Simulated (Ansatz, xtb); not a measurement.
**C4H5NO2: which of two isomers lies lower**

Structure X is `COc1cnco1`, a singlet and structure Y is `COc1cocn1`, a singlet. Both are isolated molecules in the gas phase, relaxed with PBE0-D3(BJ)/def2-SVP; the shapes shown needn't be the lowest conformers.

X (Å):

```xyz
12

C    -0.1165   -1.9794   -0.4880
C    -0.6645   -0.0591   -1.6344
C    -0.3033   -0.3652   -2.9165
C    -1.0873    1.6033   -2.9053
N    -0.5910    0.7317   -3.7084
O    -0.6395   -0.6725   -0.4647
O    -1.1631    1.1875   -1.6155
H     0.9303   -1.9810   -0.8369
H    -0.7150   -2.6340   -1.1444
H    -0.1587   -2.3571    0.5402
H     0.1334   -1.2783   -3.3123
H    -1.4470    2.6082   -3.1161
```

Y (Å):

```csv
atom,x (Å),y (Å),z (Å)
C,0.1665,-0.0173,-1.3221
C,-0.8602,1.2063,0.3773
C,-1.4196,1.4997,1.5900
C,-1.4446,3.2280,0.3206
N,-0.8860,2.3222,-0.4175
O,-0.3574,0.0376,-0.0139
O,-1.7919,2.8101,1.5365
H,0.9972,0.6940,-1.4536
H,0.5300,-1.0425,-1.4641
H,-0.6043,0.2122,-2.0748
H,-1.6090,0.9476,2.5031
H,-1.6567,4.2650,0.0661
```

Problem. Estimate E(Y) − E(X) at the level CCSD(T)/def2-SVP + ΔMP2/def2-TZVPP.

Solution. CCSD(T)/def2-SVP + ΔMP2/def2-TZVPP gives E(Y) − E(X) = −0.16 kcal/mol, slightly favouring structure Y, which is too small a margin to settle the true order.

How the difference moves with the method:

```csv
level,geometry,E(Y) − E(X) (kcal/mol),departure from the last row (kcal/mol),"job, with rough time for the two"
GFN2-xTB,GFN2-xTB,−2.34,−2.18,"optimisation, 0.37 s"
HF/STO-3G,GFN2-xTB,+1.09,+1.25,"single point, 1.4 s"
r2SCAN-D4/def2-SVP,GFN2-xTB,−1.13,−0.97,"single point, 9 s"
PBE0-D3(BJ)/def2-SVP,PBE0-D3(BJ)/def2-SVP,−0.73,−0.57,"optimisation, 89 s"
HF/def2-SVP,PBE0-D3(BJ)/def2-SVP,−0.28,−0.12,part of the CCSD(T) run
MP2/def2-SVP,PBE0-D3(BJ)/def2-SVP,−0.30,−0.14,part of the CCSD(T) run
CCSD(T)/def2-SVP,PBE0-D3(BJ)/def2-SVP,−0.65,−0.49,single point
CCSD(T)/def2-SVP + ΔMP2/def2-TZVPP,PBE0-D3(BJ)/def2-SVP,−0.16,,"single point, 2.2 min"
```

As drawn, both hold the same kinds of bond in the same numbers.

The largest departure from CCSD(T)/def2-SVP + ΔMP2/def2-TZVPP is that of GFN2-xTB, 2.18 kcal/mol. The last row adds to CCSD(T) the change of the MP2 difference between the two basis sets, here +0.49 kcal/mol.

With thermal terms from frequencies at re-optimised GFN2-xTB minima (ideal gas, soft modes damped towards free rotors, one conformer each, 298.15 K, 1 atm): the zero-point term adds −0.11 kcal/mol; ΔH is −0.24 and ΔG −0.34 kcal/mol.

The correlated steps freeze 7 core orbitals. Codes used: Ansatz 0.2.0, xtb 6.7.1; the last row on 2 threads of Intel(R) Xeon(R) Processor @ 2.50GHz (Skylake/Cascade Lake) on a shared host.
